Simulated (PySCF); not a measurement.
C$_{3}$H$_{5}$Cl (SMILES C/C=C\Cl), singlet, geometry from GFN2-xTB; DF-CAMB3LYP/pcseg-2 in PySCF.

Here is a job for PySCF.
```python
from pyscf import gto, scf, dft

mol = gto.M(
    atom='''
C    -1.43514805   -0.10531200   -1.23870727
C    -0.01085145   -0.53681733   -1.19108333
C     0.82938153   -0.34896751   -0.18808779
Cl    0.40441537    0.45174229    1.28001392
H    -1.72270725    0.39114933   -0.31663186
H    -2.08063123   -0.96896010   -1.39473541
H    -1.58907687    0.57755541   -2.07350670
H     0.36209203   -1.05154601   -2.06622427
H     1.85496996   -0.68123636   -0.20186811
''',
    basis='pcseg-2',
    verbose=4,
    max_memory=1800,
)

mf = dft.RKS(mol)
mf.xc = 'camb3lyp'
mf = mf.density_fit(auxbasis='def2-universal-jkfit')
mf.kernel()
```

Q: Write the output that PySCF gives for this input, abridged.

A: 
```
PySCF version 2.14.0

[INPUT] verbose = 4
[INPUT] num. atoms = 9
[INPUT] num. electrons = 40
[INPUT] charge = 0
[INPUT] spin (= nelec alpha-beta = 2S) = 0
[INPUT] symmetry False subgroup None
[INPUT] Mole.unit = angstrom
[INPUT] Symbol           X                Y                Z      unit          X                Y                Z       unit  Magmom
[INPUT]  1 C     -1.435148050000  -0.105312000000  -1.238707270000 AA   -2.712036762704  -0.199010837630  -2.340817488808 Bohr   0.0
[INPUT]  2 C     -0.010851450000  -0.536817330000  -1.191083330000 AA   -0.020506268554  -1.014437732620  -2.250821285235 Bohr   0.0
[INPUT]  3 C      0.829381530000  -0.348967510000  -0.188087790000 AA    1.567303944473  -0.659453020271  -0.355434410475 Bohr   0.0
[INPUT]  4 Cl     0.404415370000   0.451742290000   1.280013920000 AA    0.764234289865   0.853669206984   2.418875744431 Bohr   0.0
[INPUT]  5 H     -1.722707250000   0.391149330000  -0.316631860000 AA   -3.255444895303   0.739165107507  -0.598347497712 Bohr   0.0
[INPUT]  6 H     -2.080631230000  -0.968960100000  -1.394735410000 AA   -3.931823190917  -1.831069214631  -2.635667941133 Bohr   0.0
[INPUT]  7 H     -1.589076870000   0.577555410000  -2.073506700000 AA   -3.002920075181   1.091421546661  -3.918359780451 Bohr   0.0
[INPUT]  8 H      0.362092030000  -1.051546010000  -2.066224270000 AA    0.684254768588  -1.987133966279  -3.904597982229 Bohr   0.0
[INPUT]  9 H      1.854969960000  -0.681236360000  -0.201868110000 AA    3.505385193695  -1.287350146496  -0.381475441184 Bohr   0.0

nuclear repulsion = 147.185129988152
number of shells = 31
number of NR pGTOs = 288
number of NR cGTOs = 194
basis = pcseg-2
ecp = {}

******** <class 'pyscf.df.df_jk.DFRKS'> ********
method = DFRKS
initial guess = minao
damping factor = 0
level_shift factor = 0
DIIS = <class 'pyscf.scf.diis.CDIIS'>
diis_start_cycle = 1
diis_space = 8
diis_damp = 0
SCF conv_tol = 1e-09
SCF conv_tol_grad = None
SCF max_cycles = 50
direct_scf = False
XC library pyscf.dft.libxc version 7.1.2
    S. Lehtola, C. Steigemann, M. J. T. Oliveira, and M. A. L. Marques,  SoftwareX 7, 1–5 (2018)
XC functionals = camb3lyp
    T. Yanai, D. P. Tew, and N. C. Handy,  Chem. Phys. Lett. 393, 51 (2004)
radial grids:
    Treutler-Ahlrichs [JCP 102, 346 (1995); DOI:10.1063/1.469408] (M4) radial grids

becke partition: Becke, JCP 88, 2547 (1988); DOI:10.1063/1.454033
pruning grids: <function nwchem_prune>
grids dens level: 3
symmetrized grids: False
atomic radii adjust function: <function treutler_atomic_radii_adjust>
small_rho_cutoff = 0
Set gradient conv threshold to 3.16228e-05
Initial guess from minao.
tot grids = 110280
******** <class 'pyscf.df.df.DF'> ********
auxbasis = def2-universal-jkfit
Create RSH-DF object <pyscf.df.df.DF object> for omega=0.33
******** <class 'pyscf.df.df.DF'> ********
auxbasis = auxmol.basis = def2-universal-jkfit
init E= -577.929433993631
  HOMO = -0.277925477435339  LUMO = -0.0283819683959976  gap/eV = 6.79042
cycle= 1 E= -577.497566682675  delta_E= 0.432  |g|= 0.276  |ddm|= 2.14
  HOMO = -0.299334685668079  LUMO = 0.0479684292833648  gap/eV = 9.45060
cycle= 2 E= -577.504218022753  delta_E= -0.00665  |g|= 0.257  |ddm|= 0.517
  HOMO = -0.308481540471014  LUMO = 0.0473735799275359  gap/eV = 9.68331
cycle= 3 E= -577.518503633185  delta_E= -0.0143  |g|= 0.0525  |ddm|= 0.265
  HOMO = -0.314465017798753  LUMO = 0.0442999160665782  gap/eV = 9.76249
cycle= 4 E= -577.519152335547  delta_E= -0.000649  |g|= 0.0194  |ddm|= 0.055
  HOMO = -0.312825931277771  LUMO = 0.0455168264102969  gap/eV = 9.75100
cycle= 5 E= -577.519242163938  delta_E= -8.98e-05  |g|= 0.00353  |ddm|= 0.02
  HOMO = -0.312604066837324  LUMO = 0.0458062396721483  gap/eV = 9.75284
cycle= 6 E= -577.519245602169  delta_E= -3.44e-06  |g|= 0.00123  |ddm|= 0.00594
  HOMO = -0.312728337524113  LUMO = 0.0456757951234623  gap/eV = 9.75267
cycle= 7 E= -577.519246027639  delta_E= -4.25e-07  |g|= 0.000296  |ddm|= 0.00193
  HOMO = -0.312674100261908  LUMO = 0.0457366738904268  gap/eV = 9.75285
cycle= 8 E= -577.519246057731  delta_E= -3.01e-08  |g|= 0.000133  |ddm|= 0.000588
  HOMO = -0.312688862586761  LUMO = 0.0457209125574793  gap/eV = 9.75283
cycle= 9 E= -577.519246062949  delta_E= -5.22e-09  |g|= 2.67e-05  |ddm|= 0.000251
  HOMO = -0.312688923713331  LUMO = 0.0457231052781047  gap/eV = 9.75289
cycle= 10 E= -577.519246063138  delta_E= -1.89e-10  |g|= 1.14e-05  |ddm|= 4.18e-05
  HOMO = -0.312688748759996  LUMO = 0.0457220867689454  gap/eV = 9.75286
Extra cycle  E= -577.51924606315  delta_E= -1.18e-11  |g|= 1.04e-05  |ddm|= 2.57e-05
converged SCF energy = -577.51924606315
```
